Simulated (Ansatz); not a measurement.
Four-centre ligand exchange

Start structure (BSiH₅F₂, closed shell), relaxed at PBE0-D4/def2-TZVP:

```json
{"atom": "B1", "x (Å)": "-1.0813", "y (Å)": "-0.4101", "z (Å)": "-0.1764"}
{"atom": "Si2", "x (Å)": "0.1312", "y (Å)": "1.2154", "z (Å)": "-0.3284"}
{"atom": "F3", "x (Å)": "-1.2334", "y (Å)": "-1.2590", "z (Å)": "-1.1756"}
{"atom": "F4", "x (Å)": "-1.7772", "y (Å)": "-0.6644", "z (Å)": "0.9158"}
{"atom": "H5", "x (Å)": "1.4737", "y (Å)": "-1.9499", "z (Å)": "0.5987"}
{"atom": "H6", "x (Å)": "1.2280", "y (Å)": "-1.8051", "z (Å)": "1.2892"}
{"atom": "H7", "x (Å)": "-0.6402", "y (Å)": "2.3301", "z (Å)": "-0.9424"}
{"atom": "H8", "x (Å)": "0.6027", "y (Å)": "1.6382", "z (Å)": "1.0149"}
{"atom": "H9", "x (Å)": "1.2964", "y (Å)": "0.9050", "z (Å)": "-1.1959"}
```

The step: BSiH₃F₂ ([F][B]([F])[SiH3]) + H₂ → BHF₂ ([F][BH][F]) + SiH₄; bonds formed: B1–H6, Si2–H5; bonds broken: B1–Si2, H5–H6. Computed with Ansatz 0.2.0 (basis: def2-TZVPP and def2-QZVPP); correlated methods freeze the cores. Extrapolation: Hartree–Fock as exp(−7.88 √X), correlation as X^−2.97. Energies below are by CCSD(T) at an estimated basis limit (MP2 extrapolated from triple and quadruple zeta, plus CCSD(T) − MP2 in triple zeta).

**Question.** What are the electronic barrier and the energy of the step, from the start structure to the end structure? (Judge from chemistry; the value comes from the calculation.)

**Answer.** The calculation gives: Barrier 170.7 kJ/mol; step energy -46.9 kJ/mol (downhill); reverse barrier, their difference, 217.6 kJ/mol. Barrier and step energy count from the start structure, the reverse barrier from the end structure.

The saddle point: One imaginary mode of 1181i cm⁻¹.
```
  pair  start (Å)  saddle (Å)  end (Å)
 B1–H6       3.07        1.36     1.19
Si2–H5       3.56        1.98     1.49
B1–Si2       2.03        2.21     3.74
 H5–H6       0.75        1.04     2.89
```

Zero-point energy (harmonic, PBE0-D4): ZPE is 118.9 kJ/mol at the start and 131.4 kJ/mol at the saddle, so the barrier goes from 170.7 to 183.2 kJ/mol.

No T1 diagnostic of these runs exceeds 0.014.

Labels in which every atom is bracketed show which atoms are joined, not bond orders.

For scale, one of the runs: CCSD(T)/def2-TZVPP, 205 basis functions, launched by `ansatz run in.yaml --threads 4 --pin off --events-out ev --progress --plain --max-ram 9574MiB`. Hardware: 4 CPU threads of an Intel Xeon, shared host. Wall time 63 s; peak host memory 2.7 GiB.
